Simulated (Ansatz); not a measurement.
One change: `Cl[SiH2]CI` becomes `FCC[SiH2]Cl`.

Ansatz, PBE0-D4/def2-TZVP geometries, multiplicity 1. Each molecule was computed in one conformer, which needn't be the lowest.

Elements past krypton have def2 core potentials.

```tsv
property	`Cl[SiH2]CI`
HOMO energy (B3LYP/def2-TZVPP) / eV	-7.17
HOMO energy (PBE0/def2-TZVPP) / eV	-7.41
LUMO energy (ωB97M-V/def2-TZVPP) / eV	0.68
HOMO–LUMO gap (B3LYP/def2-TZVPP) / eV	5.71
size of the dipole moment (B3LYP/def2-TZVPP) / D	1.95
HOMO energy (ωB97M-V/def2-TZVPP) / eV	-9.57
```

(1) Give the same properties after the change, and the shifts. (An estimate is asked.)

Results:

(1) Computed: 
| property | `FCC[SiH2]Cl` | shift |
| --- | --- | --- |
| HOMO energy (B3LYP/def2-TZVPP) / eV | -8.49 | -1.32 |
| HOMO energy (PBE0/def2-TZVPP) / eV | -8.71 | -1.30 |
| LUMO energy (ωB97M-V/def2-TZVPP) / eV | 2.02 | 1.34 |
| HOMO–LUMO gap (B3LYP/def2-TZVPP) / eV | 8.54 | 2.83 |
| size of the dipole moment (B3LYP/def2-TZVPP) / D | 2.36 | 0.41 |
| HOMO energy (ωB97M-V/def2-TZVPP) / eV | -10.94 | -1.37 |

With PBE0 the HOMO falls by 1.30 eV and the LUMO rises by 1.51 eV, so the gap widens by about 2.81 eV. PBE moves the HOMO by -1.09 eV and ωB97M-V by -1.37 eV. Dipoles are sizes alone; their direction can turn.

B3LYP here is the variant with VWN-RPA as its local correlation; programs differ in this.

Spin–orbit coupling is left out; it splits and shifts lone-pair levels of the heavy atoms by tenths of an eV.
